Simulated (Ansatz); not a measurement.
Steps of a relaxation of C$_{2}$H$_{3}$BCl$_{2}$ (`C=CB(Cl)Cl`) with RKS PBE0-D4/def2-TZVP.

```sh
$ ansatz run in.yaml --threads 4 --pin off --events-out ev --progress --plain --max-ram 10444MiB
```

```yaml
crystal:
  periodic: [false, false, false]
  atoms:
    - {symbol: C, position_ang: [0.488093, 0.933775, 0.809354]}
    - {symbol: C, position_ang: [-0.059714, -0.263614, 0.497323]}
    - {symbol: B, position_ang: [-0.371301, -0.707915, -0.952984]}
    - {symbol: Cl, position_ang: [-1.091167, -2.288290, -1.262309]}
    - {symbol: Cl, position_ang: [-0.021509, 0.337496, -2.335547]}
    - {symbol: H, position_ang: [0.702525, 1.231134, 1.850003]}
    - {symbol: H, position_ang: [0.742251, 1.661140, 0.019038]}
    - {symbol: H, position_ang: [-0.296977, -0.960926, 1.319421]}
basis:
  gaussian: {orbitals: def2-TZVP}
hamiltonian: {xc: pbe0, dispersion: d4}
relax: {f_tol: 0.005, max_steps: 150}
```

Positions (Å) and forces (eV/Å) along the path, 6 of 6 steps:

```xyz
8
step=1 energy=-27836.4223 eV
C     0.488    0.934    0.809   -0.181   -0.390   -0.199
C    -0.060   -0.264    0.497    0.236    0.466    0.384
B    -0.371   -0.708   -0.953    0.036    0.079   -0.001
Cl   -1.091   -2.288   -1.262    0.162    0.357    0.063
Cl   -0.022    0.337   -2.336   -0.096   -0.269    0.292
H     0.703    1.231    1.850   -0.130   -0.187   -0.576
H     0.742    1.661    0.019   -0.138   -0.395    0.452
H    -0.297   -0.961    1.319    0.111    0.338   -0.416
8
step=2 energy=-27836.4549 eV
C     0.486    0.925    0.804   -0.042   -0.043   -0.055
C    -0.056   -0.260    0.497    0.046    0.081    0.111
B    -0.365   -0.698   -0.945   -0.019    0.000   -0.097
Cl   -1.083   -2.272   -1.250    0.071    0.148    0.028
Cl   -0.024    0.334   -2.329   -0.038   -0.124    0.163
H     0.694    1.218    1.833   -0.026   -0.044   -0.149
H     0.735    1.645    0.025   -0.022   -0.099    0.129
H    -0.294   -0.949    1.310    0.031    0.080   -0.129
8
step=3 energy=-27836.4571 eV
C     0.478    0.926    0.802    0.086   -0.038   -0.013
C    -0.062   -0.255    0.497   -0.031    0.018    0.016
B    -0.374   -0.692   -0.942    0.067   -0.043   -0.063
Cl   -1.072   -2.268   -1.247   -0.014    0.025    0.012
Cl   -0.023    0.330   -2.322   -0.029   -0.004    0.026
H     0.698    1.211    1.826   -0.017    0.013    0.014
H     0.740    1.639    0.028   -0.038    0.031   -0.001
H    -0.292   -0.948    1.303   -0.025   -0.003    0.008
8
step=4 energy=-27836.4580 eV
C     0.484    0.923    0.801    0.003    0.003    0.007
C    -0.058   -0.257    0.496   -0.002   -0.003   -0.010
B    -0.366   -0.696   -0.944    0.003    0.003    0.006
Cl   -1.076   -2.267   -1.246   -0.001   -0.001    0.001
Cl   -0.026    0.331   -2.322   -0.001   -0.002   -0.001
H     0.694    1.213    1.826   -0.001    0.001    0.000
H     0.737    1.642    0.029   -0.001   -0.001    0.000
H    -0.296   -0.947    1.303   -0.001   -0.001   -0.002
8
step=5 energy=-27836.4581 eV
C     0.484    0.923    0.802    0.001    0.001    0.004
C    -0.058   -0.257    0.496    0.000    0.000   -0.006
B    -0.366   -0.696   -0.945    0.001    0.002    0.002
Cl   -1.077   -2.267   -1.245   -0.001   -0.002    0.001
Cl   -0.027    0.331   -2.322    0.000   -0.001    0.000
H     0.693    1.213    1.827    0.000    0.000    0.000
H     0.738    1.643    0.029    0.000    0.000   -0.001
H    -0.296   -0.947    1.302   -0.001   -0.001   -0.001
8
step=6 energy=-27836.4581 eV
C     0.484    0.923    0.802   -0.001   -0.001    0.000
C    -0.058   -0.257    0.496    0.001    0.002    0.000
B    -0.366   -0.696   -0.945    0.000    0.000   -0.001
Cl   -1.077   -2.267   -1.244    0.000    0.000    0.000
Cl   -0.027    0.330   -2.323    0.000    0.000    0.001
H     0.693    1.213    1.827    0.000    0.000    0.000
H     0.738    1.643    0.030    0.000    0.000    0.000
H    -0.296   -0.947    1.302    0.000    0.000    0.000
```

Run time 18 s (4 threads of an Arm Neoverse V1 on a shared host); peak host memory 0.46 GiB.
